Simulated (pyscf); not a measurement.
H₃Si–O–InH–Cl (SMILES [SiH3][O][InH][Cl]) -> Cl–In (SMILES [Cl][In]) [singlet] + HO–SiH₃ (SMILES O[SiH3]), a 1,1-elimination (singlet surface; In–O, H–In broken, H–O formed). Single points on ωB97X-D3(BJ)/def2-SVP structures (PySCF, gas phase). Energies in kcal/mol from the reactant's lowest minimum found.

Small-basis levels: PySCF, no dispersion term, spherical d functions. 

Quick B3LYP/LANL2DZ single points give ΔE‡ = 42.4 kcal/mol and ΔE = +6.2 kcal/mol. What does ωB97M-D3(BJ)/def2-TZVP give, and how far is the quick result from it?

ωB97M-D3(BJ)/def2-TZVP gives ΔE‡ = 43.1 kcal/mol and ΔE = -8.8 kcal/mol. B3LYP/LANL2DZ lies 0.7 kcal/mol under it in the barrier and 14.9 kcal/mol over it in the reaction energy, so on this step it does not hold to within 3.0 kcal/mol. ωB97M-D3(BJ)/def2-TZVP has limits of its own. On the product side the descent ends in a bound adduct (not fully relaxed), 10.2 kcal/mol under the separated species and 60.7 kcal/mol under the saddle at ωB97X-D3(BJ)/def2-TZVP. At ωB97X-D3(BJ)/def2-TZVP the barrier from the zero used here is 47.1 kcal/mol. One saddle was located; it need not be the lowest between these sides. In the def2 sets elements past Kr carry core potentials, without spin-orbit coupling.
